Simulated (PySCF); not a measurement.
C3F7, charge +1, multiplicity 1. Atoms are numbered in the order given.

```xyz
10

F     -0.4938    -1.9425     1.0572
C     -0.1428    -1.4036     0.0000
F     -0.4938    -1.9425    -1.0572
C      0.6712    -0.0743     0.0000
F      1.4057    -0.0657     1.0987
F      1.4057    -0.0657    -1.0987
C     -0.3614     1.1270     0.0000
F      0.2953     2.2524     0.0000
F     -1.1152     0.9990     1.0857
F     -1.1152     0.9990    -1.0857
```
Charge +1, spin multiplicity 1.

The structure is a stationary point at B3LYP-D3(BJ)/def2-SVP. A frequency run showed that this geometry is not a minimum. The multiplicity is an assumed one; other spin states were not compared. The isomer is the one that the SMILES or the coordinates give; other isomers of the formula were not compared. One conformer was computed; it need not be the lowest.

Method: PBE0/def2-SVP in PySCF.

Atomic charges (e):

```
atom  Mulliken    IAO
----  --------  -----
F1        0.09  -0.03
C2           ?   0.84
F3        0.09  -0.03
C4           ?   0.51
F5       -0.11  -0.21
F6       -0.11  -0.21
C7        0.58   0.81
F8           ?  -0.19
F9           ?  -0.24
F10          ?  -0.24
```

Q: Some entries are withheld; supply them. (Estimate from the structure and the level; the computed values follow.)

A: 
- C2, Mulliken: 0.53
- C4, Mulliken: 0.27
- F8, Mulliken: -0.08
- F9, Mulliken: -0.14
- F10, Mulliken: -0.14

Computed Mayer and Wiberg (Löwdin basis) orders of the bonds:
```tsv
bond	Mayer	Wiberg
F1–C2	1.44	1.73
C2–F3	1.44	1.73
C2–C4	0.83	0.96
C4–F5	1.14	1.36
C4–F6	1.14	1.36
C4–C7	0.84	0.89
C7–F8	1.22	1.43
C7–F9	1.13	1.35
C7–F10	1.13	1.35
```
